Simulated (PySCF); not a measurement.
Potential energy curve for BF, singlet.

Methods: RHF/cc-pVTZ (PySCF); CASSCF(10,8)/cc-pVTZ (PySCF); UKS-M06-2X/6-31G* = PySCF 2.14.0 with unrestricted M06-2X/6-31G*, spherical d.

Energies are in mEh, each relative to the lowest point of its own curve near equilibrium.

```
R / Å    RHF  CASSCF(10,8)  UKS-M06-2X/6-31G*
-----  -----  ------------  -----------------
0.94   220.7         235.9              243.8
1.00   121.1         133.1              138.0
1.07    51.8          60.1               62.9
1.14    15.9          20.9               22.3
1.20     2.6           5.0                5.6
1.22     0.8           2.3                2.7
1.26     0.0           0.0                0.0
1.29     1.5           0.4                0.2
1.34     7.1           4.2                3.7
1.40    17.3          12.6               11.7
1.48    34.4          27.5               26.6
1.55    51.1          42.6               41.9
1.69    85.4          74.5               74.9
1.88   129.0         116.2              118.9
2.09   170.7         157.3              162.6
2.27   200.9         187.7              194.9
2.50   233.5         220.6              228.7
2.75   262.6         249.1              251.2
3.06   291.6         271.4              268.0
3.41   317.6         282.0              279.7
3.80   340.2         286.0              287.0
4.44   367.0         287.7              291.8
5.03   383.4         288.0              291.9
```

At the longest distance, 5.03 Å, RHF lies highest above its minimum (383.4 mEh) and CASSCF(10,8) lowest (288.0 mEh).

The restricted form behind RHF keeps the bonding electrons paired and can't separate into open-shell fragments. The unrestricted determinant behind UKS-M06-2X/6-31G* is spin-contaminated at 2.50 to 5.03 Å (<S²> up to 1.0, against 0.00 for a pure singlet).
